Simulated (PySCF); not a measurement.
Correlation energy of F⁺ (fluorine, charge +1)

[He] 2s2 2p4, high-spin 3P determinant. Calculation: PySCF 2.14, in def2-TZVP (5s3p2d1f, 31 functions); the non-relativistic Hamiltonian (point nucleus). Frozen: 1s2; 6 electrons correlated.

MP2 pair energies summed by pair of shells (mhartree):

```json
{"pair": "2p-2p", "energy": "-66.45", "share (%)": "47.2"}
{"pair": "2s-2p", "energy": "-64.62", "share (%)": "45.9"}
{"pair": "2s-2s", "energy": "-9.69", "share (%)": "6.9"}
```

Total MP2 correlation energy: -140.76 mhartree.

Same-spin part -34.07 and opposite-spin part -106.68 mhartree; SCS-MP2 scales them by 1/3 and 6/5 to -139.38 mhartree.

| level | correlation energy (mhartree) |
| --- | --- |
| CCSD | -156.52 |
| (T) | -1.90 |
| CCSD(T) | -158.42 |

Diagnostics: T1 = 0.0041, D1 = 0.0077, largest double amplitude 0.028.

Cost of the coupled-cluster step: 0.36 s of wall time on 1 thread of Neoverse-V1 (shared host), for 6 correlated electrons.

Iterations:

```
CC2 = 0
CCSD nocc = (np.int64(4), np.int64(2)), nmo = (30, 30)
frozen orbitals [[0], [0]]
max_cycle = 100
direct = 0
conv_tol = 1e-08
conv_tol_normt = 1e-06
diis_space = 8
diis_start_cycle = 0
Init t2, MP2 energy = -0.14075559573312
Init E_corr(UCCSD) = -0.140755595736287
cycle = 1  E_corr(UCCSD) = -0.153534950452288  dE = -0.0127793547  norm(t1,t2) = 0.0212059
cycle = 2  E_corr(UCCSD) = -0.155681775949631  dE = -0.0021468255  norm(t1,t2) = 0.00668888
cycle = 3  E_corr(UCCSD) = -0.156552844813999  dE = -0.000871068864  norm(t1,t2) = 0.00285153
cycle = 4  E_corr(UCCSD) = -0.156504509260308  dE = 4.83355537e-05  norm(t1,t2) = 0.000691789
cycle = 5  E_corr(UCCSD) = -0.15651635192692  dE = -1.18426666e-05  norm(t1,t2) = 0.000129698
cycle = 6  E_corr(UCCSD) = -0.156517328402491  dE = -9.76475571e-07  norm(t1,t2) = 2.96392e-05
cycle = 7  E_corr(UCCSD) = -0.156516909620619  dE = 4.18781872e-07  norm(t1,t2) = 6.40227e-06
cycle = 8  E_corr(UCCSD) = -0.156516928562782  dE = -1.89421624e-08  norm(t1,t2) = 1.09963e-06
cycle = 9  E_corr(UCCSD) = -0.156516928735825  dE = -1.73043052e-10  norm(t1,t2) = 1.32959e-07
UCCSD converged
E(UCCSD) = -98.99298967986624  E_corr = -0.1565169287358247
UCCSD(T) correction = -0.00190277437639272
```
